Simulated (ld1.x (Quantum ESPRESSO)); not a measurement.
# Wu–Cohen PAW dataset for Gd, scalar-relativistic all-electron reference.

ld1.x (Quantum ESPRESSO) 7.5 was run on this input:

```
&input
   title='Gd', zed=64., rel=1, dft='WC', iswitch=3,
   config='[Xe] 4f7 5d1 6s2 6p0',
   nld=3, rlderiv=4.05, eminld=-6.0, emaxld=5.0, deld=0.02
 /
 &inputp
   pseudotype=3, lpaw=.true., tm=.true., lloc=-1, rcloc=3.75,
   nlcc=.true., new_core_ps=.true., rcore=2.00,
   which_augfun='PSQ', rmatch_augfun=1.30,
   file_pseudopw='Gd.UPF', file_wfcaegen='ae.wfc', file_wfcncgen='nc.wfc', file_beta='beta', file_chi='chi', file_wfcusgen='us.wfc'
 /
6
5S  1  0   2.00   0.00  1.80  2.35  0.0
6S  2  0   2.00   0.00  1.80  2.35  0.0
5P  2  1   6.00   0.00  2.05  2.65  0.0
6P  3  1   0.00   0.00  2.05  2.65  0.0
5D  3  2   1.00   0.00  3.10  3.75  0.0
5D  3  2   0.00   1.45  3.10  3.75  0.0
 &test
   configts(1)='5s2 5p6 5d1 6s2 6p0'
 /
```

Command:

```bash
ld1.x < Gd.in > Gd.out
```

Resulting log (shortened: banner, matrices, multipoles, cross overlaps and the repeated all-electron block are left out):

```
Program LD1 v.7.5
     --------------------------- All-electron run ----------------------------

     Gd
     scalar relativistic calculation

     atomic number is 64.00
     dft =WC   lsd =0 sic =0 latt =0  beta=0.20 tr2=1.0E-14
     Exchange-correlation= WC
                           (   1   4  11   4   0   0   0)
     mesh =1263 r(mesh) = 101.10069 a.u. xmin = -7.00 dx = 0.01250
     1 Ry =  13.60569312 eV, c = 137.03599908

     n l     nl                  e(Ry)          e(Ha)          e(eV)
     1 0     1S 1( 2.00)     -3682.2691     -1841.1346    -50099.8238
     2 0     2S 1( 2.00)      -607.9828      -303.9914     -8272.0273
     2 1     2P 1( 6.00)      -541.0896      -270.5448     -7361.8993
     3 0     3S 1( 2.00)      -134.7718       -67.3859     -1833.6633
     3 1     3P 1( 6.00)      -114.0497       -57.0249     -1551.7255
     4 0     4S 1( 2.00)       -27.1337       -13.5668      -369.1726
     4 1     4P 1( 6.00)       -20.3021       -10.1510      -276.2239
     3 2     3D 1(10.00)       -86.6775       -43.3388     -1179.3081
     5 0     5S 1( 2.00)        -3.6561        -1.8280       -49.7437
     5 1     5P 1( 6.00)        -2.0032        -1.0016       -27.2552
     4 2     4D 1(10.00)       -10.8511        -5.4256      -147.6369
     4 3     4F 1( 7.00)        -0.6402        -0.3201        -8.7098
     5 2     5D 1( 1.00)        -0.1876        -0.0938        -2.5530
     6 0     6S 1( 2.00)        -0.3055        -0.1527        -4.1560
     6 1     6P 1( 0.00)        -0.0955        -0.0478        -1.2995

     final scf error:  2.9E-15 reached in  36 iterations

     Etot =  -22540.324319 Ry,  -11270.162159 Ha, -306676.735575 eV

     Ekin =   24205.332354 Ry,   12102.666177 Ha,  329330.323946 eV
     Encl =  -54988.079457 Ry,  -27494.039729 Ha, -748150.934516 eV
     Eh   =    8737.525972 Ry,    4368.762986 Ha,  118880.097024 eV
     Exc  =    -495.103187 Ry,    -247.551594 Ha,   -6736.222029 eV

     normalization and overlap integrals

     s(1S/1S) =  1.000000  <r> =   0.0219  <r2> =    0.0007  r(max) =   0.0140
     s(2S/2S) =  1.000000  <r> =   0.0933  <r2> =    0.0103  r(max) =   0.0794
     s(2P/2P) =  1.000000  <r> =   0.0824  <r2> =    0.0083  r(max) =   0.0642
     s(3S/3S) =  1.000000  <r> =   0.2444  <r2> =    0.0683  r(max) =   0.2239
     s(3P/3P) =  1.000000  <r> =   0.2430  <r2> =    0.0684  r(max) =   0.2212
     s(4S/4S) =  1.000000  <r> =   0.5529  <r2> =    0.3449  r(max) =   0.5174
     s(4P/4P) =  1.000000  <r> =   0.5852  <r2> =    0.3895  r(max) =   0.5372
     s(3D/3D) =  1.000000  <r> =   0.2212  <r2> =    0.0575  r(max) =   0.1811
     s(5S/5S) =  1.000000  <r> =   1.3320  <r2> =    1.9962  r(max) =   1.1956
     s(5P/5P) =  1.000000  <r> =   1.5613  <r2> =    2.7719  r(max) =   1.3547
     s(4D/4D) =  1.000000  <r> =   0.6360  <r2> =    0.4692  r(max) =   0.5577
     s(4F/4F) =  1.000000  <r> =   0.8661  <r2> =    0.9900  r(max) =   0.5647
     s(5D/5D) =  1.000000  <r> =   2.8372  <r2> =    9.9620  r(max) =   1.9711
     s(6S/6S) =  1.000000  <r> =   3.9581  <r2> =   17.7874  r(max) =   3.3741
     s(6P/6P) =  1.000000  <r> =   5.5743  <r2> =   35.9977  r(max) =   4.4979

     ------------------------ End of All-electron run ------------------------

     --------------------- Generating PAW atomic setup --------------------

      Generating local potential from pseudized AE potential:
      Matching radius rcloc =   3.7500

      Local pseudo, rcloc= 3.729 Estimated cut-off energy=     1.72 Ry

      Computing core charge for nlcc:

       r > 2.02 : true rho core
      Core charge pseudized with two Bessel functions
      Integrated core pseudo-charge :   2.50
      Wfc-us  5S rcutus= 2.378  Estimated cut-off energy=    10.04 Ry
      Wfc-us  6S rcutus= 2.378  Estimated cut-off energy=    20.42 Ry
      Wfc-us  5P rcutus= 2.628  Estimated cut-off energy=    12.51 Ry
      Wfc-us  6P rcutus= 2.628  Estimated cut-off energy=    23.33 Ry
      Wfc-us  5D rcutus= 3.729  Estimated cut-off energy=     8.36 Ry
      Wfc-us  5D rcutus= 3.729  Estimated cut-off energy=     8.16 Ry

     Required augmentation: PSQ   radius:    1.300000

     Q pseudized with Bessel functions
     Expected ecutrho=     208.4217 due to l1=  2   l2=  2

     Estimated PAW energy = -554.751211 Ryd

     ------------------- End of pseudopotential generation -------------------

     Computing logarithmic derivative in   4.04462
     Computing logarithmic derivative in   4.04462
     Computing the partial wave expansion
     R is outside the sphere for l=    0 j= 0.00
     R is outside the sphere for l=    0 j= 0.00
     R is outside the sphere for l=    1 j= 0.00
     R is outside the sphere for l=    1 j= 0.00
     R is outside the sphere for l=    2 j= 0.00
     R is outside the sphere for l=    2 j= 0.00

     ---------------------- Testing the pseudopotential ----------------------

     Gd
     scalar relativistic calculation

     atomic number is 64.00   valence charge is 11.00
     dft = SLA  PW   WCX  PBC   lsd =0 sic =0 latt =0  beta=0.20 tr2=1.0E-14
     mesh =1263 r(mesh) = 101.10069 xmin = -7.00 dx = 0.01250

     n l     nl             e AE (Ry)        e PS (Ry)    De AE-PS (Ry)
     1 0     5S   1( 2.00)       -3.65609       -3.65607       -0.00002
     2 1     5P   1( 6.00)       -2.00322       -2.00321       -0.00002
     3 2     5D   1( 1.00)       -0.18764       -0.18763       -0.00002
     2 0     6S   1( 2.00)       -0.30546       -0.30546       -0.00000
     3 1     6P   1( 0.00)       -0.09551       -0.09551        0.00000

     eps = 6.6E-15  iter =  9

     Etot =  -22540.324319 Ry,  -11270.162159 Ha, -306676.735575 eV
     Etotps =  -554.751212 Ry,    -277.375606 Ha,   -7547.774756 eV

     Ekin =     142.847613 Ry,      71.423806 Ha,    1943.540780 eV
     Encl =    -258.784988 Ry,    -129.392494 Ha,   -3520.949136 eV
     Ehrt =      56.289432 Ry,      28.144716 Ha,     765.856737 eV
     Ecxc =    -495.103269 Ry,    -247.551634 Ha,   -6736.223137 eV
     (Ecc =      -1.993069 Ry,      -0.996534 Ha,     -27.117080 eV)

     ---------------------- End of pseudopotential test ----------------------
```

Generation and configuration tests took about 1.6 s on one core of a shared server CPU.

Transferability test of the new file with ld1.x, input:

```
&input
   title='Gd', zed=64., rel=1, dft='WC', iswitch=2,
   config='[Xe] 4f7 5d1 6s2 6p0'
 /
 &test
   file_pseudo='Gd.UPF', nconf=8,
   configts(1)='5s2 5p6 5d1 6s2 6p0',
   configts(2)='5s2 5p6 5d1 6s1 6p0',
   configts(3)='5s2 5p6 5d1 6s0 6p0',
   configts(4)='5s2 5p6 5d0 6s0 6p0',
   configts(5)='5s2 5p6 5d1 6s0 6p1',
   configts(6)='5s2 5p6 5d1 6s1.5 6p0',
   configts(7)='5s2 5p5 5d1 6s2 6p0',
   configts(8)='5s2 5p6 5d0 6s2 6p1'
 /
```

```bash
ld1.x < Gd.test.in > Gd.test.out
```

Pseudopotential blocks of its output, shortened (energy terms left out):

```
     ---------------------- Testing the pseudopotential ----------------------

     n l     nl             e AE (Ry)        e PS (Ry)    De AE-PS (Ry)
     1 0     5S   1( 2.00)       -3.65609       -3.65607       -0.00002
     2 1     5P   1( 6.00)       -2.00322       -2.00321       -0.00002
     3 2     5D   1( 1.00)       -0.18764       -0.18763       -0.00002
     2 0     6S   1( 2.00)       -0.30546       -0.30546       -0.00000
     3 1     6P   1( 0.00)       -0.09551       -0.09551        0.00000

     eps = 6.4E-15  iter =  9

     Etot =  -22540.324319 Ry,  -11270.162159 Ha, -306676.735574 eV
     Etotps =  -554.751212 Ry,    -277.375606 Ha,   -7547.774755 eV

     ---------------------- End of pseudopotential test ----------------------
```

The test run then stopped with an error in new_paw_hamiltonian: “negative rho”.
